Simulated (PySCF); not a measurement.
Computed IR spectrum (relative IR intensity) of a molecule C2H7NOSi2. The structure is a stationary point at PBE0-D3(BJ)/def2-SVP. One conformer was computed; it need not be the lowest. The numbers are results of PySCF 2.14.0 with PBE0-D3(BJ)/def2-SVP, not measurements. Frequencies are harmonic and unscaled.

Lines under 2 % of the strongest are left out, and lines within 2 cm⁻¹ are merged.

```csv
ν (cm⁻¹),relative intensity
351,4.7
523,2.1
534,2.2
644,4.5
662,24
680,15
706,21
736,7.2
825,100
882,24
926,22
937,20
1234,61
1265,3.5
1433,2.8
2228,19
2235,18
2240,24
2273,29
2431,89
```

Problem. Which structure fits?
A) O[C@H]1[SiH2]N=C1[SiH3]
B) C[Si@H]([SiH3])N=C=O
C) C[SiH2][SiH2]OC#N
D) N[SiH2][Si@@H]1C=CO1

Solution. C, C[SiH2][SiH2]OC#N
